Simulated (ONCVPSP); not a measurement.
Br (Z = 35) ONCV: all-electron and pseudo phase curves

```json
{"Element": "Br", "Generator": "ONCVPSP 4.0.1", "Type": "optimised norm-conserving Vanderbilt (ONCV)", "Functional": "PBE", "Relativity": "fully relativistic", "Frozen core": "[Ne] 3s2", "Valence charge": "23", "Reference configuration": "3p6 3d10 4s2 4p5", "Partial waves": "4s: rc 1.50 bohr, ncon 4, nbas 8, qcut 4.2 1/bohr, 2 projectors, debl 3.7 Ha; 3p+4p: rc 0.95 bohr, ncon 5, nbas 8, qcut 11.5 1/bohr, 2 projectors; 3d: rc 0.60 bohr, ncon 4, nbas 8, qcut 20.8 1/bohr, 2 projectors, debl 0.6 Ha; f scattering state at 0.15 Ha: rc 1.60 bohr, ncon 4, nbas 8, qcut 7.6 1/bohr, 2 projectors, debl 0.7 Ha", "Local potential": "polynomial inside 0.55 bohr (lpopt 5, dvloc0 6 Ha)", "Core correction": "polynomial model core, fcfact 0.65"}
```

Open shells are filled in proportion to 2j + 1.

In the d channel the program set the typed energies aside and used -2.435, 0.250 Ha (j = l + 1/2; the other j can differ).

The phase is arctan(r·R′/R) of the radial function R(r), unwrapped; energies in Ha, scanned from -8 to 5 Ha. A pole is an energy at which the radial function vanishes at the test radius. The pseudo phase is shifted by a multiple of π to meet the all-electron one at the reference energy, and phase errors are pseudo minus all-electron; the curves can meet again beyond the range given. Levels narrower than the energy grid can be missing from the lists of poles.

| channel | radius (bohr) | reference energy (Ha) | poles, all-electron | poles, pseudo | unbroken range about the reference energy with phases within 0.05 rad | phase error 1 Ha above the reference energy (rad) |
| --- | --- | --- | --- | --- | --- | --- |
| s | 1.52 | -0.74 | 2.35 | 2.35 | the whole range | -0.000 |
| p3/2 | 0.97 | -0.28 | -5.13 | -5.13 | the whole range | +0.000 |
| p1/2 | 0.97 | -0.30 | -5.47 | -5.47 | the whole range | +0.000 |
| d5/2 | 0.61 | -2.43 | none | none | the whole range | -0.000 |
| d3/2 | 0.61 | -2.47 | none | none | the whole range | -0.000 |
| f7/2 | 1.62 | 0.15 | 4.98 | 3.66 | below 3.4 | -0.000 |
| f5/2 | 1.62 | 0.15 | 4.98 | 3.93 | below 3.7 | +0.000 |

Note: ghosts flagged at negative energy: s at -303.6 eV; GHOST(+) flagged for f7/2 at 102.7 eV, f5/2 at 110.7 eV. A true bound ghost makes a file unfit for plane-wave use.

Phases in the f7/2 channel:

```json
{"E (Ha)": "-7.96", "all-electron": "1.403", "pseudo": "1.403"}
{"E (Ha)": "-7.60", "all-electron": "1.399", "pseudo": "1.399"}
{"E (Ha)": "-7.24", "all-electron": "1.395", "pseudo": "1.395"}
{"E (Ha)": "-6.88", "all-electron": "1.390", "pseudo": "1.390"}
{"E (Ha)": "-6.52", "all-electron": "1.385", "pseudo": "1.385"}
{"E (Ha)": "-6.16", "all-electron": "1.380", "pseudo": "1.380"}
{"E (Ha)": "-5.80", "all-electron": "1.374", "pseudo": "1.374"}
{"E (Ha)": "-5.44", "all-electron": "1.368", "pseudo": "1.368"}
{"E (Ha)": "-5.08", "all-electron": "1.361", "pseudo": "1.361"}
{"E (Ha)": "-4.72", "all-electron": "1.354", "pseudo": "1.354"}
{"E (Ha)": "-4.36", "all-electron": "1.346", "pseudo": "1.346"}
{"E (Ha)": "-4.00", "all-electron": "1.337", "pseudo": "1.337"}
{"E (Ha)": "-3.64", "all-electron": "1.326", "pseudo": "1.326"}
{"E (Ha)": "-3.28", "all-electron": "1.315", "pseudo": "1.315"}
{"E (Ha)": "-2.92", "all-electron": "1.302", "pseudo": "1.302"}
{"E (Ha)": "-2.56", "all-electron": "1.287", "pseudo": "1.287"}
{"E (Ha)": "-2.20", "all-electron": "1.269", "pseudo": "1.269"}
{"E (Ha)": "-1.84", "all-electron": "1.248", "pseudo": "1.248"}
{"E (Ha)": "-1.48", "all-electron": "1.224", "pseudo": "1.224"}
{"E (Ha)": "-1.12", "all-electron": "1.193", "pseudo": "1.193"}
{"E (Ha)": "-0.76", "all-electron": "1.155", "pseudo": "1.155"}
{"E (Ha)": "-0.40", "all-electron": "1.105", "pseudo": "1.105"}
{"E (Ha)": "-0.04", "all-electron": "1.038", "pseudo": "1.038"}
{"E (Ha)": "0.32", "all-electron": "0.944", "pseudo": "0.944"}
{"E (Ha)": "0.68", "all-electron": "0.802", "pseudo": "0.802"}
{"E (Ha)": "1.04", "all-electron": "0.580", "pseudo": "0.580"}
{"E (Ha)": "1.40", "all-electron": "0.227", "pseudo": "0.227"}
{"E (Ha)": "1.76", "all-electron": "-0.247", "pseudo": "-0.248"}
{"E (Ha)": "2.12", "all-electron": "-0.682", "pseudo": "-0.685"}
{"E (Ha)": "2.48", "all-electron": "-0.978", "pseudo": "-0.983"}
{"E (Ha)": "2.84", "all-electron": "-1.163", "pseudo": "-1.174"}
{"E (Ha)": "3.20", "all-electron": "-1.285", "pseudo": "-1.310"}
{"E (Ha)": "3.56", "all-electron": "-1.371", "pseudo": "-1.458"}
{"E (Ha)": "3.92", "all-electron": "-1.436", "pseudo": "-4.391"}
{"E (Ha)": "4.28", "all-electron": "-1.488", "pseudo": "-4.558"}
{"E (Ha)": "4.64", "all-electron": "-1.533", "pseudo": "-4.617"}
{"E (Ha)": "5.00", "all-electron": "-1.573", "pseudo": "-4.658"}
```
